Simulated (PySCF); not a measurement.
A series of related molecules.

All values: B3LYP/def2-SVPD (PySCF) at GFN2-xTB geometries, gas phase, one conformer each. Core orbitals are frozen in the response; Δα² is half the sum of the squared differences of the principal polarisabilities.

**Question.** Rank by mean static polarisability, lowest first.
A. `COCC(=O)[SiH2]CCl`
B. `C#CCC(=O)[SiH2]CCl`
C. `CC(=O)[SiH2]CCl`
D. `CCC(=O)[SiH2]CCl`
E. `O=C(CCCl)[SiH2]CCl`
F. `C=CCC(=O)[SiH2]CCl`

**Answer.** C (12.16 Å³), D (13.94 Å³), A (14.72 Å³), B (15.00 Å³), F (15.56 Å³), E (15.81 Å³).

**Question.** Rank by HOMO–LUMO gap, lowest first.
A. `COCC(=O)[SiH2]CCl`
B. `CCC(=O)[SiH2]CCl`
C. `C#CCC(=O)[SiH2]CCl`

**Answer.** A (4.93 eV), C (5.08 eV), B (5.21 eV).

All values together:

```json
{"SMILES": "CC(=O)[SiH2]CCl", "change": "parent", "formula": "C3H7ClOSi", "μ (D)": "2.47", "HOMO (eV)": "-6.86", "LUMO (eV)": "-1.65", "α (Å³)": "12.16", "Δα (Å³)": "5.21", "electrons": "64", "α per electron (Å³)": "0.190"}
{"SMILES": "O=CCC(=O)[SiH2]CCl", "change": "H on C replaced by CHO", "formula": "C4H7ClO2Si", "μ (D)": "3.24", "HOMO (eV)": "-6.96", "LUMO (eV)": "-2.14", "α (Å³)": "13.91", "Δα (Å³)": "3.76", "electrons": "78", "α per electron (Å³)": "0.178"}
{"SMILES": "CCC(=O)[SiH2]CCl", "change": "H on C replaced by CH3", "formula": "C4H9ClOSi", "μ (D)": "2.57", "HOMO (eV)": "-6.79", "LUMO (eV)": "-1.58", "α (Å³)": "13.94", "Δα (Å³)": "6.38", "electrons": "72", "α per electron (Å³)": "0.194"}
{"SMILES": "COCC(=O)[SiH2]CCl", "change": "H on C replaced by OCH3", "formula": "C4H9ClO2Si", "μ (D)": "4.31", "HOMO (eV)": "-6.84", "LUMO (eV)": "-1.92", "α (Å³)": "14.72", "Δα (Å³)": "4.91", "electrons": "80", "α per electron (Å³)": "0.184"}
{"SMILES": "C=CCC(=O)[SiH2]CCl", "change": "H on C replaced by vinyl", "formula": "C5H9ClOSi", "μ (D)": "2.57", "HOMO (eV)": "-6.75", "LUMO (eV)": "-1.87", "α (Å³)": "15.56", "Δα (Å³)": "5.12", "electrons": "78", "α per electron (Å³)": "0.200"}
{"SMILES": "O=C(CCCl)[SiH2]CCl", "change": "H on C replaced by CH2Cl", "formula": "C4H8Cl2OSi", "μ (D)": "3.17", "HOMO (eV)": "-7.02", "LUMO (eV)": "-1.82", "α (Å³)": "15.81", "Δα (Å³)": "3.99", "electrons": "88", "α per electron (Å³)": "0.180"}
{"SMILES": "C#CCC(=O)[SiH2]CCl", "change": "H on C replaced by ethynyl", "formula": "C5H7ClOSi", "μ (D)": "2.38", "HOMO (eV)": "-7.00", "LUMO (eV)": "-1.92", "α (Å³)": "15.00", "Δα (Å³)": "5.77", "electrons": "76", "α per electron (Å³)": "0.197"}
```

Conformers: `[CH3:1][C:2](=[O:3])[SiH2:4][CH2:5][Cl:6]` with C1–C2–Si4–C5 180°, C2–Si4–C5–Cl6 180°; `[O:1]=[CH:2][CH2:3][C:4](=[O:5])[SiH2:6][CH2:7][Cl:8]` with O1–C2–C3–C4 -33°, C2–C3–C4–O5 -134°, C3–C4–Si6–C7 149°, C4–Si6–C7–Cl8 -69°; `[CH3:1][CH2:2][C:3](=[O:4])[SiH2:5][CH2:6][Cl:7]` with C1–C2–C3–O4 0°, C2–C3–Si5–C6 180°, C3–Si5–C6–Cl7 180°; `[CH3:1][O:2][CH2:3][C:4](=[O:5])[SiH2:6][CH2:7][Cl:8]` with C1–O2–C3–C4 166°, O2–C3–C4–O5 170°, C3–C4–Si6–C7 71°, C4–Si6–C7–Cl8 174°; `[CH2:1]=[CH:2][CH2:3][C:4](=[O:5])[SiH2:6][CH2:7][Cl:8]` with C1–C2–C3–C4 105°, C2–C3–C4–O5 95°, C3–C4–Si6–C7 171°, C4–Si6–C7–Cl8 178°; `[O:1]=[C:2]([CH2:3][CH2:4][Cl:5])[SiH2:6][CH2:7][Cl:8]` with O1–C2–C3–C4 -2°, C2–C3–C4–Cl5 -179°, O1–C2–Si6–C7 -158°, C2–Si6–C7–Cl8 59°; `[CH:1]#[C:2][CH2:3][C:4](=[O:5])[SiH2:6][CH2:7][Cl:8]` with C2–C3–C4–O5 -140°, C3–C4–Si6–C7 163°, C4–Si6–C7–Cl8 180°.

**Question.** Give the shifts from the parent, `CC(=O)[SiH2]CCl`.

**Answer.** 
```json
{"SMILES": "O=CCC(=O)[SiH2]CCl", "change in μ (D)": "+0.77", "change in HOMO (eV)": "-0.10", "change in LUMO (eV)": "-0.49", "change in mean α (Å³)": "+1.75"}
{"SMILES": "CCC(=O)[SiH2]CCl", "change in μ (D)": "+0.10", "change in HOMO (eV)": "+0.07", "change in LUMO (eV)": "+0.07", "change in mean α (Å³)": "+1.78"}
{"SMILES": "COCC(=O)[SiH2]CCl", "change in μ (D)": "+1.84", "change in HOMO (eV)": "+0.02", "change in LUMO (eV)": "-0.27", "change in mean α (Å³)": "+2.56"}
{"SMILES": "C=CCC(=O)[SiH2]CCl", "change in μ (D)": "+0.10", "change in HOMO (eV)": "+0.11", "change in LUMO (eV)": "-0.22", "change in mean α (Å³)": "+3.40"}
{"SMILES": "O=C(CCCl)[SiH2]CCl", "change in μ (D)": "+0.70", "change in HOMO (eV)": "-0.16", "change in LUMO (eV)": "-0.17", "change in mean α (Å³)": "+3.65"}
{"SMILES": "C#CCC(=O)[SiH2]CCl", "change in μ (D)": "-0.09", "change in HOMO (eV)": "-0.14", "change in LUMO (eV)": "-0.27", "change in mean α (Å³)": "+2.84"}
```

**Question.** How closely does the mean polarisability follow the number of electrons in this set?

**Answer.** The correlation coefficient is 0.87; α per electron runs from 0.178 to 0.200 Å³.
